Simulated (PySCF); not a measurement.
A structure optimised at r2SCAN-D4/def2-TZVPD, used in a PySCF frequency run:

```xyz
2

K      0.0000     0.0000    -2.2717
I      0.0000     0.0000     0.8144
```

Q: Write its SMILES, formula and point group.

A: [K][I], IK, C∞v

Q: What are its rotational constants (standard atomic weights)?

A: 1.7754 GHz (linear rotor, B only)
